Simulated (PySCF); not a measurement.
**How methods differ on the excitation energy of Ag**

Ag [Kr] 4d10 5s1 (2S) → Ag [Kr] 4d9 5s1 5p1 (high-spin determinant), as a difference of total energies. All numbers are calculated (PySCF 2.14, scalar relativity through the core potential, in aug-cc-pVTZ-PP with one added diffuse shell each of s, p, d, f, g type with ECP28MDF (7s7p6d4f3g, 113 functions)). Correlated levels: valence: 4s2 4p6 frozen. The calculations carry no spin-orbit coupling.

| method | excitation energy (cm⁻¹) |
| --- | --- |
| UHF | 45614 |
| LDA | 61489 |
| PBE | 59085 |
| PBE0 | 57286 |
| r2SCAN | 56599 |
| revPBE | 58601 |
| wB97M-V | 57227 |
| PBEsol | 59517 |
| MP2 (valence) | 60997 |
| SCS-MP2 (valence) | 60434 |

The determinant of the upper state mixes LS terms, which raises its energy above the lowest term, most at the Hartree-Fock and MP2 levels.
